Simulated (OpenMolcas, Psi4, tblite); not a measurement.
## How methods differ on SnSiH5O (SMILES [SiH3][O][SnH2])

SnSiH5O: 8 atoms, total charge 0, spin state doublet. As SMILES, `[SiH3][O][SnH2]`. The coordinates come from a PBE0-D4/def2-TZVP relaxation. This is one conformer, not always the lowest.

```xyz
8

Si   -0.7379    1.0751   -0.4808
O     0.5869    0.3062    0.0788
Sn    0.9565   -1.3321    1.1080
H    -1.8779    0.1277   -0.6588
H    -0.4246    1.6964   -1.7946
H    -1.1735    2.1423    0.4619
H     2.6654   -1.4891    0.9505
H     0.0974   -2.5837    0.2792
```

Each level gives the dipole moment (D). The values are calculated.

```csv
level,kind,program,value (D),CPU time
IPEA1-xTB,semi-empirical,tblite,2.98,under 2 s
UHF/def2-SVPD (core potential),Hartree–Fock,OpenMolcas,2.17,37 s
USVWN5/def2-SVPD (core potential),LDA,OpenMolcas,1.61,79 s
U-revPBE/def2-SVPD (core potential),GGA,OpenMolcas,1.70,1.9 min
U-r2SCAN/def2-SVPD (core potential),meta-GGA,OpenMolcas,1.82,2.5 min
UM06-2X/def2-SVPD (core potential),hybrid meta-GGA,Psi4,2.03,98 s
UCAM-B3LYP/def2-SVPD (core potential),range-separated hybrid,Psi4,1.94,64 s
```

The values span 1.61 to 2.98 D. Magnitudes only. CPU times are rough (shared hosts, several kinds of processor): they show what a rung costs within a factor of a few.
